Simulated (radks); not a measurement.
Charge is removed step by step from the 2p (averaged over the sub-levels emptied) level of O2+, starting from [He] 2s2 2p2. Method: Dirac Kohn-Sham, PBE, spin-unpolarised, spherical densities, point nucleus; open shells are shared between the two j in proportion to 2j + 1; computed with a radial shooting solver on a logarithmic mesh with Libxc functionals.

removed (e) = 0: E - E(0) (eV) 0.000; eigenvalue (eV) -43.241; E minus straight line (eV) 0.000
removed (e) = 0.25: E - E(0) (eV) 11.452; eigenvalue (eV) -48.409; E minus straight line (eV) -2.015
removed (e) = 0.5: E - E(0) (eV) 24.219; eigenvalue (eV) -53.754; E minus straight line (eV) -2.715
removed (e) = 0.75: E - E(0) (eV) 38.344; eigenvalue (eV) -59.271; E minus straight line (eV) -2.058
removed (e) = 1: E - E(0) (eV) 53.869; eigenvalue (eV) -64.956; E minus straight line (eV) 0.000

Removing the whole electron costs 53.869 eV by Delta-SCF, against 43.241 eV from minus the eigenvalue at the starting occupation. Slater's transition state (half an electron removed) gives 53.754 eV. Integrating minus the eigenvalue over the occupation (Janak's theorem) gives 53.869 eV. The mean slope of the eigenvalue, de/dn, is 21.7 eV per electron. Ionisation energy of O2+ in the NIST Atomic Spectra Database: 54.936 eV (semi-empirical).

Beside tabulated values, note that spin-unpolarised runs miss the spin-polarisation part of the exchange energy of open shells.
